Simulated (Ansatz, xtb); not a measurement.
## Relative energy of two isomers of C5H5BrN2

Structure I is `Cc1cnc(Br)cn1`, a singlet and structure II is `Cc1cncc(Br)n1`, a singlet. Both are isolated molecules in the gas phase, relaxed with r2SCAN-D4/def2-SVP.

Problem. Estimate E(II) − E(I) at the level CCSD(T)/def2-SVP + ΔMP2/def2-TZVPP.

Solution. CCSD(T)/def2-SVP + ΔMP2/def2-TZVPP gives E(II) − E(I) = −0.29 kcal/mol, slightly favouring structure II, which is too small a margin to settle the true order.

Level by level:

| level | geometry | E(II) − E(I) (kcal/mol) | departure from the last row (kcal/mol) | job, with rough time for the two |
| --- | --- | --- | --- | --- |
| GFN2-xTB | GFN2-xTB | −0.40 | −0.11 | optimisation, 0.15 s |
| HF/STO-3G | GFN2-xTB | −0.06 | +0.23 | single point, 0.98 s |
| r2SCAN-D4/def2-SVP//GFN2-xTB | GFN2-xTB | −0.36 | −0.08 | single point, 9 s |
| r2SCAN-D4/def2-SVP | r2SCAN-D4/def2-SVP | −0.36 | −0.07 | optimisation, 65 s |
| HF/def2-SVP | r2SCAN-D4/def2-SVP | −0.17 | +0.12 | part of the CCSD(T) run |
| MP2/def2-SVP | r2SCAN-D4/def2-SVP | −0.22 | +0.07 | part of the CCSD(T) run |
| CCSD(T)/def2-SVP | r2SCAN-D4/def2-SVP | −0.17 | +0.11 | single point |
| CCSD(T)/def2-SVP + ΔMP2/def2-TZVPP | r2SCAN-D4/def2-SVP | −0.29 |  | single point, 4.7 min |

As drawn, both hold the same kinds of bond in the same numbers.

The largest departure from CCSD(T)/def2-SVP + ΔMP2/def2-TZVPP is that of HF/STO-3G, 0.23 kcal/mol. The last row adds to CCSD(T) the change of the MP2 difference between the two basis sets, here −0.11 kcal/mol.

With thermal terms from frequencies at re-optimised GFN2-xTB minima (ideal gas, soft modes damped towards free rotors, one conformer each, 298.15 K, 1 atm): on the last row, ΔE + ΔZPE = −0.28, ΔH = −0.28, ΔG = −0.32 kcal/mol.

The correlated steps freeze 16 core orbitals; the filled d shell of Br is correlated, in a basis made for valence electrons. Programs: Ansatz 0.2.0, xtb 6.7.1; the last row on 2 threads of Arm Neoverse V1 on a shared host.
